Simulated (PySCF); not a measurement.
A GIAO shielding run with PySCF 2.14 (density fitting, non-relativistic, gas phase) on SMILES Cl[SiH2]C/C(=C(\OC)C)C=O, C$_{6}$H$_{11}$ClO$_{2}$Si:

```
$ OMP_NUM_THREADS=1 python probes_run.py task.json out

{"job": {"kind": "nmr", "xc": "PBE0", "basis": "pcSseg-1"}, "charge": 0, "multiplicity": 1}
C     -0.776905    -1.603890    -1.658278
O     -0.432559    -1.043640    -0.412878
C     -0.687151     0.266214    -0.157108
C     -1.585079     1.013092    -1.085925
C     -0.071576     0.749038     0.950905
C     -0.190860     2.109475     1.430044
O      0.400523     2.557316     2.387935
C      0.840196    -0.160082     1.724553
Si     2.145015    -1.024658     0.635618
Cl     2.415752    -0.003647    -1.092791
H     -0.426899    -2.634050    -1.621869
H     -1.857549    -1.597614    -1.823203
H     -0.275440    -1.085462    -2.479691
H     -2.540099     0.496695    -1.187904
H     -1.773073     2.018110    -0.728340
H     -1.127362     1.079479    -2.073382
H     -0.875572     2.763388     0.857322
H      1.315922     0.439600     2.501319
H      0.249179    -0.927252     2.227293
H      3.441573    -0.992875     1.312103
H      1.803043    -2.402295     0.293807
```

Hardware: 1 thread of an Arm Neoverse V1, shared host. The job also computes population analyses, field gradients.

(1) How large is the calculation?

(2) How long does it take, and how much memory does it need?

## Answers

(1) 94 electrons, 239 basis functions and 1284 auxiliary functions.

(2) 73 s of wall time, with 16 SCF cycles and 5 response iterations; peak memory 1.1 GiB. Times on a shared host scatter by some tens of per cent.
